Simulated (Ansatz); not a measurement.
Na₃Cl₃⁺, relaxed as a doublet with UKS B3LYP-D4/def2-SVP in Ansatz, starting from the GFN1-xTB geometry. Force threshold 0.02 eV/Å.

In the doublet, Cl4 and Cl6 lie 2.69 Å apart (atoms count from 1), so these atoms are partly bonded to each other. Another isomer (doublet) lies 0.33 eV lower at PBE0-D4/def2-TZVP; other spin states weren't run for this one.

Start:

Cartesian coordinates in Å:
```
Na -0.7249 -0.5263 -2.9179
Na 1.1234 1.5664 0.4608
Na -0.6157 -1.2226 1.4806
Cl -1.2642 0.5446 -0.6638
Cl 0.6399 0.5071 2.5475
Cl 0.8415 -0.8693 -0.9072
```

Task: Estimate the energy that the relaxation releases and the steps that it takes.

Result: 16.7 kJ/mol, in 4 steps; 26 s on 4 threads of Intel Xeon on a shared host. No frequencies were taken in this run, so the end may be a saddle point.

Task: Does the start keep its bonding and symmetry?

Result: By distances, no bond broke or formed. The bond that changes most is Na2–Cl6, from 2.81 to 2.99 Å (atoms count from 1).

Task: Predict the relaxed structure.

Result: 
```xyz
6

Na   -0.773   -0.573   -3.083
Na    1.166    1.620    0.548
Na   -0.614   -1.237    1.576
Cl   -1.340    0.578   -0.743
Cl    0.680    0.533    2.709
Cl    0.881   -0.921   -1.007
```
Bond lengths (bridged metal pairs left out): 8 × Cl–Na 2.47 to 3.03 Å.
